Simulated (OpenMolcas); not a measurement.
Co2+ among 4 point charges of -1.5 e arranged as a tetrahedron (Td), 2.25 Å from the ion.
```
   1.2990    1.2990    1.2990  -1.50
   1.2990   -1.2990   -1.2990  -1.50
  -1.2990    1.2990   -1.2990  -1.50
  -1.2990   -1.2990    1.2990  -1.50
```

- Program: OpenMolcas 26.06
- Method: CASSCF
- Basis: ANO-RCC-VDZP [5s4p2d1f]
- Scalar Hamiltonian: DKH2, point nucleus
- Active space: 7 electrons in 5 orbitals (3d)
- State averaging: 2S+1 = 4 even, 10 roots; 2S+1 = 2 even, 40 roots
- Spin-orbit coupling: RASSI with atomic mean-field integrals over the reference wave functions

Question: What is the spin-free ground state (labels of Td)?

Answer: 4A2, 1-fold in its orbital part, 100 % from free-ion F terms; it has the highest spin that d7 allows.

Question: Where is the first state of the same spin?

Answer: 4T2 at 868 cm-1 above the ground state.

Question: What are the lowest two levels with spin-orbit coupling?

Answer: A 4-fold level Γ8, then a 4-fold level Γ8 703.7 cm-1 above it. Their leading multiplicities are 4 (100 %) and 4 (100 %).

Question: What is χT at 300 K, and how does it compare with the textbook value?

Answer: The lowest level has 2S+1 = 4, for which the spin-only value is χT = S(S+1) / 2 = 1.875 cm3 K/mol (g = 2). The computed 4.515 at 300 K differs by +2.640, through orbital momentum, spin-orbit coupling and any other state in reach.

Without dynamic correlation the repulsion within the d shell is too large (B by tens of per cent), so at a given field states of lower spin stand too high. The ground term spreads over less than 5000 cm-1, several times less than with real ligands, so orbital moments are less quenched and χT lies further from the spin-only value than at real sites. This is an electrostatic model: the charges have no orbitals. No measured value stands beside these numbers.
